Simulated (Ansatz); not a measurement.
Total energies of GaI₃ from Ansatz at r2SCAN-D4/def2-TZVP, gas phase (1 Eh = 27.2114 eV = 2625.5 kJ/mol). The reference geometry is relaxed at r2SCAN-D4/def2-SVP.

```csv
state,geometry,energy (Eh)
charge 0 singlet,reference,-2818.49162
charge 1 doublet,reference,-2818.15274
free Ga atom (doublet),–,-1924.78964
free I atom (doublet),–,-297.79508
```

In the def2 sets I takes a core potential; there is no spin–orbit coupling.

Work out the vertical ionisation energy to the doublet.

E(charge 1 doublet) − E(charge 0 singlet) = -2818.15274 − (-2818.49162) = 0.33888 Eh = 9.22 eV. For comparison, −ε of the highest occupied level is 6.95 eV at this level, 2.27 eV less.

What is the binding energy per atom against free atoms?

Atoms: 1 × (-1924.78964) + 3 × (-297.79508) = -2818.17488 Eh. Binding: -2818.17488 − (-2818.49162) = 0.31674 Eh = 8.62 eV, or 2.15 eV for each of 4 atoms (no zero-point energy, no counterpoise term).
